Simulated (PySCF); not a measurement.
C₂H₄FNOSi, SMILES O=C/N=C/[SiH2]F. Atoms are numbered in the order given.

```xyz
10

O      2.8833    -0.8072     0.6089
C      2.4533     0.0637    -0.1025
N      1.1362     0.5450    -0.0637
C      0.1331    -0.2309    -0.2074
Si    -1.5861     0.5391    -0.0183
F     -2.6856    -0.6565    -0.1384
H      3.0845     0.6321    -0.8263
H      0.2758    -1.3081    -0.4380
H     -1.8190     1.5093    -1.1174
H     -1.7030     1.1730     1.3176
```

Coordinates come from a B3LYP-D3(BJ)/def2-SVP optimisation. The structure was generated by enumeration; whether it is a known compound was not checked. The values are those of a single conformer.

These are TDDFT-PBE/def2-SVPD in PySCF 2.14.0 values and carry that method's errors.

Vertical excitations. 

Computed UV-visible absorptions:
| state | energy (eV) | λ (nm) | f | main pairs |
|---|---|---|---|---|
| S1 | 3.06 | 406 | 0.001 | HOMO→LUMO 99 % |
| S2 | 4.33 | 287 | 0.014 | HOMO−1→LUMO 98 % |
| S3 | 4.88 | 254 | 0.009 | HOMO→LUMO+1 96 % |
| S4 | 5.29 | 234 | 0.021 | HOMO→LUMO+2 57 %, HOMO−2→LUMO 38 % |
| S5 | 5.39 | 230 | 0.057 | HOMO−2→LUMO 46 %, HOMO→LUMO+2 41 %, HOMO−4→LUMO 10 % |
| S6 | 5.86 | 211 | 0.001 | HOMO−3→LUMO 75 %, HOMO−1→LUMO+1 21 % |
| S7 | 6.08 | 204 | 0.006 | HOMO−1→LUMO+1 63 %, HOMO−3→LUMO 13 % |
| S8 | 6.23 | 199 | 0.011 | HOMO→LUMO+3 98 % |
| S9 | 6.50 | 191 | 0.008 | HOMO−1→LUMO+2 84 % |
| S10 | 6.73 | 184 | 0.111 | HOMO−4→LUMO 44 %, HOMO−2→LUMO+1 19 % |
| T1 | 2.64 | 469 | 0 | HOMO→LUMO 99 % |
| T2 | 3.68 | 336 | 0 | HOMO−1→LUMO 97 % |
| T3 | 4.36 | 285 | 0 | HOMO→LUMO+1 76 %, HOMO−2→LUMO 17 % |
| T4 | 4.43 | 280 | 0 | HOMO−2→LUMO 63 %, HOMO→LUMO+1 21 %, HOMO−4→LUMO 13 % |
Triplets are in the Tamm–Dancoff approximation, which puts them higher than full response would, so one can lie above its singlet here.
